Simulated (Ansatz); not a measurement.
The first iterations of a band of C₃H₁₀O₂Si (16 atoms, charge 0, multiplicity 1).

Theory: RKS B3LYP-D4/6-31G* (Ansatz).

```yaml
movable_images: 7
climbing_image: yes
spring: 0.1 eV/Å²
optimiser: quadratic models (default)
start_path: through a guess of the saddle point
force_threshold: 0.05 eV/Å
iteration_limit: 43
end_points: relaxed
```

Initial state:

```xyz
16
Properties=species:S:1:pos:R:3
C -0.085 -2.248 -0.075
O -0.471 -0.894 0.047
C 0.352 0.013 -0.660
O 0.292 -0.174 -2.059
C -0.155 1.406 -0.338
Si -0.386 1.684 1.524
H -0.239 -2.624 -1.096
H -0.713 -2.823 0.609
H 0.971 -2.392 0.206
H 1.394 -0.121 -0.315
H 0.891 -0.896 -2.303
H 0.541 2.144 -0.752
H -1.113 1.546 -0.853
H 0.780 1.138 2.272
H -0.450 3.150 1.790
H -1.631 1.068 2.045
```

Final state:

```xyz
16
Properties=species:S:1:pos:R:3
C -0.505 -2.236 -0.299
O -1.008 -0.883 -0.148
C -0.191 0.098 -0.439
O 2.380 -1.043 -1.306
C -0.859 1.380 -0.134
Si -0.151 1.950 1.557
H 0.510 -2.212 -0.702
H -1.196 -2.759 -0.966
H -0.529 -2.700 0.690
H 2.357 -0.964 -2.272
H 1.623 -0.474 -1.012
H -0.545 2.154 -0.844
H -1.956 1.336 -0.062
H 1.308 2.196 1.458
H -0.842 3.213 1.930
H -0.418 0.922 2.594
```

| iteration | highest image above the first end (eV) | largest band force component (eV/Å) |
| --- | --- | --- |
| 1 | 364.193 | 2142.924 |
| 2 | 81.874 | 258.632 |
| 3 | 57.657 | 275.220 |
| 4 | 38.418 | 208.234 |
| 5 | 22.539 | 130.043 |
| 6 | 23.654 | 86.974 |
| 7 | 14.130 | 54.521 |
| 8 | 12.509 | 52.329 |
| 9 | 9.217 | 34.789 |
| 10 | 6.779 | 19.751 |
| 11 | 4.833 | 7.779 |
| 12 | 3.495 | 6.804 |
| 13 | 3.397 | 5.398 |
| 14 | 3.107 | 2.379 |

Problem. Does the band converge within its limit, and where does its top end?

Solution. The run ended unconverged. It ended after 43 iterations with the highest image 2.458 eV above the first end. The band didn't meet its force threshold, so its energies are provisional: the largest band force was still 0.86 eV/Å, and over the last iterations the top moved between 2.46 and 2.53 eV. Neighbouring images lie up to 2.3 Å apart, so the band is torn or far too coarse. The orbitals stay closed-shell, which can raise the energy where a bond breaks towards radicals; this wasn't checked here.

Time of the run: 16 min on 2 threads of Arm Neoverse V2 (shared host), peak memory 0.3 GiB.
